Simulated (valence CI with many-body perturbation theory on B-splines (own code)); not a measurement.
# Questions on Re LXI

Method: valence CI with perturbative core correlation (CI+MBPT): five valence electrons over a frozen Dirac-Fock core [Ne], radial functions for each j: 9 s, 9 p, 8 d, 6 f, 3 g, 1 h, with the one-electron correlation potential Σ1, the two-electron term Σ2, the three-electron term Σ3, Breit, model QED; selected CI, second order for the rest, scaled by the run's own slope (own B-spline code, finite nucleus).

No measured spectrum was set against this ion. As an estimate, large intervals hold to a few tenths of a per cent, small ones and those within an open d or f shell to about a per cent. Among the levels kept, up to 1200 cm⁻¹ of a level comes from second order outside the variational space, and about a tenth of that is noise between levels of different J, which matters for small intervals.

Levels are named by their leading jj configuration (3d3/2^4 stands for four electrons in 3d with j = 3/2), which in mixed levels can hold well under half, so a name can repeat and another be missing.

Rates and lifetimes use the calculated energies. Strong lines usually hold to 10 to 20 %, long lifetimes can be off by a factor of two.

**Question.** What is the ground level?

**Answer.** (3s^2 3p1/2^2 3p3/2) J=3/2, composition 48 % 3s²3p³ ²P° + 27 % 3s²3p³ ²D° + 24 % 3s²3p³ ⁴S°, g = 1.340.

**Question.** Among levels below 62.136 Ry, which E1 lines absorb most strongly from the ground level?

**Answer.** to (3s^2 3p1/2 3p3/2 3d3/2) J=3/2 at 1.908 nm, f = 0.363; to (3s^2 3p1/2 3p3/2 3d3/2) J=5/2 at 1.942 nm, f = 0.295; to (3s^2 3p1/2 3p3/2 3d3/2) J=1/2 at 1.910 nm, f = 0.127.

**Question.** How well does LS coupling describe the low levels?

**Answer.** Among the lowest 20 levels the leading LS term, summed over configurations, holds 54 % on average. For single configurations the figures are 52 % in LS and 94 % in jj coupling. Terms mix most in the J = 3/2 level at 44.057 Ry, where the leading one holds 32 %.

**Question.** What are the static dipole polarisabilities of the lowest levels?

**Answer.** (3s^2 3p1/2^2 3p3/2) J=3/2 0.00257 (tensor 0.00019) bohr³, of which the core gives 4.18e-05.

**Question.** What is the ionisation energy?

**Answer.** 6303.3 eV; NIST lists 6300 ± 10 eV (theoretical).
